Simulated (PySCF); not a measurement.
A structure optimised at PBE0-D3(BJ)/def2-SVP, used in a PySCF frequency run:

```xyz
5

Zr     0.0000     0.0000     0.0000
I      1.5453     1.5453    -1.5453
I     -1.5453     1.5453     1.5453
I     -1.5453    -1.5453    -1.5453
I      1.5453    -1.5453     1.5453
```

**Question.** Write its SMILES, formula and point group.

**Answer.** [I][Zr]([I])([I])[I], I4Zr, Td

**Question.** What are its rotational constants (standard atomic weights)?

**Answer.** 0.20847, 0.20847, 0.20847 GHz
